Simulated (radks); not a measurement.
Problem. All-electron atom: Kr XXII in [Ne] 3s2 3p3. Method: scalar-relativistic Kohn-Sham, LDA (Slater exchange, VWN5 correlation), spin-polarised, spherical densities, finite nucleus; open shells are filled with parallel spins first; Fermi nuclear charge, rms radius 4.1884 fm; computed with a radial shooting solver on a logarithmic mesh with Libxc functionals. Some entries of the table are withheld. Estimate them.

| orbital | occ. | eigenvalue (hartree) | <r> (bohr) | r(max) (bohr) |
|---|---|---|---|---|
| 1s up | 1 | -552.5758 | 0.04154 | 0.02712 |
| 1s down | 1 | -552.4197 | 0.04153 | 0.02711 |
| 2s up | 1 | -100.5867 | 0.1818 | 0.1538 |
| 2s down | 1 | -100.4391 | 0.1816 | 0.1538 |
| 2p up | 3 | -92.97911 | 0.1582 | 0.1227 |
| 2p down | 3 | -92.80197 | 0.1581 | 0.1228 |
| 3s up | 1 | (1) | 0.4585 | 0.4293 |
| 3s down | 1 | (2) | 0.4599 | 0.4295 |
| 3p up | 3 | -33.80513 | (3) | 0.4155 |
| 3p down | 0 | -33.31490 | (4) | 0.4156 |
| 3d up | 0 | (5) | 0.4040 | 0.3399 |
| 3d down | 0 | (6) | 0.4039 | 0.3378 |
| 4s up | 0 | -18.17366 | 0.8804 | 0.8794 |
| 4s down | 0 | -18.00880 | 0.8867 | 0.8852 |

Solution. 
(1) 3s up eigenvalue (hartree): -36.23630
(2) 3s down eigenvalue (hartree): -35.74808
(3) 3p up <r> (bohr): 0.4478
(4) 3p down <r> (bohr): 0.4492
(5) 3d up eigenvalue (hartree): -30.34841
(6) 3d down eigenvalue (hartree): -29.90882
